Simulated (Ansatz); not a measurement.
One change: `FC(F)(F)[O][GeH2][Cl]` becomes `CSC(F)(F)F`.

Ansatz, PBE0-D4/def2-TZVP geometries, multiplicity 1. Each molecule was computed in one conformer, which needn't be the lowest.

Scalar relativity is left out up to krypton.

```tsv
property	`FC(F)(F)[O][GeH2][Cl]`
LUMO energy (ωB97M-V/def2-TZVPP) / eV	1.43
size of the dipole moment (ωB97M-V/def2-TZVPP) / D	3.03
size of the dipole moment (B3LYP/def2-TZVPP) / D	3.01
HOMO–LUMO gap (ωB97M-V/def2-TZVPP) / eV	13.10
HOMO energy (B3LYP/def2-TZVPP) / eV	-9.15
size of the dipole moment (PBE/def2-TZVPP) / D	2.84
```

Question: Give the same properties after the change, and the shifts. (Estimate.)

Answer: The calculation gave: 
```
                                          property  `CSC(F)(F)F`  shift
             LUMO energy (ωB97M-V/def2-TZVPP) / eV          2.05   0.62
size of the dipole moment (ωB97M-V/def2-TZVPP) / D          2.32  -0.71
  size of the dipole moment (B3LYP/def2-TZVPP) / D          2.31  -0.70
           HOMO–LUMO gap (ωB97M-V/def2-TZVPP) / eV         11.82  -1.28
               HOMO energy (B3LYP/def2-TZVPP) / eV         -7.28   1.87
    size of the dipole moment (PBE/def2-TZVPP) / D          2.16  -0.68
```

With PBE0 the HOMO rises by 1.90 eV and the LUMO rises by 0.61 eV, so the gap narrows by about 1.29 eV. PBE moves the HOMO by 1.81 eV and ωB97M-V by 1.90 eV. Dipoles are sizes alone; their direction can turn.

B3LYP here is the variant with VWN-RPA as its local correlation; programs differ in this.
